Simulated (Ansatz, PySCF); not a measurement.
Molecule: sum formula SiHF, net charge 0, singlet state. SMILES: F[SiH]
Structure (B3LYP-D3(BJ)/def2-TZVP (Ansatz, a quantum-chemistry and plane-wave program) minimum search):
```xyz
3

Si    -0.2468    -0.3148     0.4521
H     -0.9813    -1.2112    -0.5591
F      0.4929     0.6243    -0.6411
```
Charge 0, spin multiplicity 1.

Property: vertical ionisation energy (to the doublet state of charge +1; each state is the SCF solution reached for its spin; for the singlet the Hartree-Fock reference is unstable and T1 is 0.015), in eV. Cores are frozen in the correlated levels unless marked. UHF or UKS for open shells. Spin-orbit coupling is left out. Non-relativistic. CBS(X,Y): correlation extrapolated as X^-3; Hartree-Fock from the larger set. The bracket is a focal-point correction in the basis named.

```tsv
level	program	vertical ionisation energy (eV)
HF/aug-cc-pV(T+d)Z	Ansatz	8.78
HF/aug-cc-pV(Q+d)Z	Ansatz	8.77
BHLYP/def2-TZVPD	Ansatz	9.61
MP2/def2-QZVPPD	Ansatz	9.60
MP2/CBS(aug-cc-pV(T+d)Z,aug-cc-pV(Q+d)Z)	Ansatz	9.64
MP2/CBS(def2-TZVPPD,def2-QZVPPD)	Ansatz	9.64
RI-MP2/aug-cc-pV(Q+d)Z	Ansatz	9.61
SCS-MP2/aug-cc-pV(D+d)Z	Ansatz	9.52
SCS-MP2/def2-TZVPPD	Ansatz	9.64
CCSD/aug-cc-pV(D+d)Z	Ansatz	9.63
CCSD/def2-QZVPPD	Ansatz	9.75
RI-MP2/CBS(aug-cc-pV(T+d)Z,aug-cc-pV(Q+d)Z)+[CCSD(T)-MP2]/aug-cc-pV(D+d)Z	Ansatz	9.84
RI-MP2/CBS(def2-TZVPPD,def2-QZVPPD)+[CCSD(T)-MP2]/def2-SVPD	Ansatz	9.83
RI-MP2/CBS(aug-cc-pV(T+d)Z,aug-cc-pV(Q+d)Z)+[CCSD(T)-MP2]/aug-cc-pV(T+d)Z	Ansatz	9.82
CCSD(T)/CBS(aug-cc-pV(T+d)Z,aug-cc-pV(Q+d)Z)	Ansatz	9.79
```

For comparison, minus the highest occupied orbital energy (PySCF): 6.01 eV at BP86/def2-TZVPD, 7.02 eV at PBE0/def2-TZVPD, 6.49 eV at TPSSh/def2-TZVPD.
